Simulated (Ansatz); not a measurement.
A single point on AlFH4SSi (`F[SiH]([AlH2])S`).

```yaml
crystal:
  periodic: [false, false, false]
  atoms:
    - {symbol: F, position_ang: [-1.275683, -1.955603, 0.579930]}
    - {symbol: Si, position_ang: [-0.491888, -0.601179, 0.930743]}
    - {symbol: Al, position_ang: [-0.173001, 1.295771, -0.498088]}
    - {symbol: S, position_ang: [1.450061, -0.633751, -0.274256]}
    - {symbol: H, position_ang: [0.026668, -0.761326, 2.316396]}
    - {symbol: H, position_ang: [-0.740672, 1.210895, -1.972612]}
    - {symbol: H, position_ang: [0.456399, 2.564616, 0.206687]}
    - {symbol: H, position_ang: [0.840316, -1.176523, -1.344600]}
basis:
  gaussian: {orbitals: def2-TZVPP}
hamiltonian: {xc: pbe}
correlation: {method: rpa}
```

```sh
$ ansatz run in.yaml --threads 2 --pin off --events-out ev --progress --plain --max-ram 4352MiB
```

Output, abridged:

```
Functional definition: PBE
1245 factors; integrals over basis functions are off by at most 1.2e-3 eV
mean field evaluation 1: about -28078.0037 eV, gradient 3.8e1 eV
mean field evaluation 2: about -28077.9918 eV, gradient 3.8e1 eV
mean field evaluation 4: about -28080.5140 eV, gradient 1.2e1 eV
mean field evaluation 8: about -28080.8515 eV, gradient 4.2e-1 eV
mean field evaluation 16: about -28080.8519 eV, gradient 1.4e-4 eV
mean field -28080.85192481 eV, -1031.9522743517 hartree, gradient 6.6e-6 eV, S^2 0.000000; 0 other end points of the search recorded, 0 dependent functions left out
16 core orbitals not correlated: weight in the atoms' cores, before any rotation towards them, 1.000 or more for the frozen orbitals, at most 0.000 for the correlated occupied ones
reference -28034.15017633 eV, -1030.2360167505 hartree; 12, 12 occupied and 185, 185 virtual orbitals, 1245 factors
Total energy: -28063.67105562 eV, -1031.3208890546 hartree
```

Hardware: 2 threads of an Arm Neoverse V2 on a shared host. Wall time 4.6 s, peak host memory 0.4 GiB.
